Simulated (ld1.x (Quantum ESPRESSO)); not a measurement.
## Reading a pseudo-wave (Si (Z = 14))

Columns: radius, all-electron u(r) and pseudo u(r) of the 3p shell (level -15.93 eV) of silicon in the configuration [Ne] 3s2 3p0.5; PBEsol, non-relativistic, TM scheme, ld1.x (Quantum ESPRESSO) 7.5.

```json
{"r (bohr)": "0.068", "all-electron": "0.0700", "pseudo": "-0.0056"}
{"r (bohr)": "0.135", "all-electron": "0.1784", "pseudo": "-0.0216"}
{"r (bohr)": "0.202", "all-electron": "0.2618", "pseudo": "-0.0462"}
{"r (bohr)": "0.270", "all-electron": "0.3060", "pseudo": "-0.0772"}
{"r (bohr)": "0.338", "all-electron": "0.3120", "pseudo": "-0.1110"}
{"r (bohr)": "0.405", "all-electron": "0.2882", "pseudo": "-0.1439"}
{"r (bohr)": "0.473", "all-electron": "0.2423", "pseudo": "-0.1742"}
{"r (bohr)": "0.540", "all-electron": "0.1827", "pseudo": "-0.1998"}
{"r (bohr)": "0.608", "all-electron": "0.1133", "pseudo": "-0.2214"}
{"r (bohr)": "0.675", "all-electron": "0.0403", "pseudo": "-0.2394"}
{"r (bohr)": "0.742", "all-electron": "-0.0340", "pseudo": "-0.2560"}
{"r (bohr)": "0.810", "all-electron": "-0.1085", "pseudo": "-0.2736"}
{"r (bohr)": "0.878", "all-electron": "-0.1805", "pseudo": "-0.2943"}
{"r (bohr)": "0.945", "all-electron": "-0.2477", "pseudo": "-0.3194"}
{"r (bohr)": "1.013", "all-electron": "-0.3115", "pseudo": "-0.3507"}
{"r (bohr)": "1.080", "all-electron": "-0.3696", "pseudo": "-0.3875"}
{"r (bohr)": "1.148", "all-electron": "-0.4234", "pseudo": "-0.4294"}
{"r (bohr)": "1.215", "all-electron": "-0.4714", "pseudo": "-0.4727"}
{"r (bohr)": "1.283", "all-electron": "-0.5151", "pseudo": "-0.5152"}
{"r (bohr)": "1.350", "all-electron": "-0.5533", "pseudo": "-0.5533"}
{"r (bohr)": "1.418", "all-electron": "-0.5871", "pseudo": "-0.5871"}
{"r (bohr)": "1.485", "all-electron": "-0.6157", "pseudo": "-0.6157"}
{"r (bohr)": "1.553", "all-electron": "-0.6401", "pseudo": "-0.6401"}
{"r (bohr)": "1.620", "all-electron": "-0.6598", "pseudo": "-0.6598"}
{"r (bohr)": "1.688", "all-electron": "-0.6757", "pseudo": "-0.6757"}
{"r (bohr)": "1.755", "all-electron": "-0.6875", "pseudo": "-0.6875"}
```

Task: How many radial nodes do the two functions have?

Result: The all-electron 3p function has n − l − 1 = 1; the pseudo-wave has 0, since the states of the same l below it are removed with the core.

Task: At about which radius was the pseudo-wave matched?

Result: 1.35 bohr. The columns agree to 0.0005 from 1.28 bohr on; several derivatives are matched, so the curves merge somewhat inside the radius.

Task: Is the pseudo-wave norm-conserving?

Result: Yes: the TM scheme keeps the norm inside the radius equal to the all-electron one, which fixes the energy derivative of the logarithmic derivative at the level.
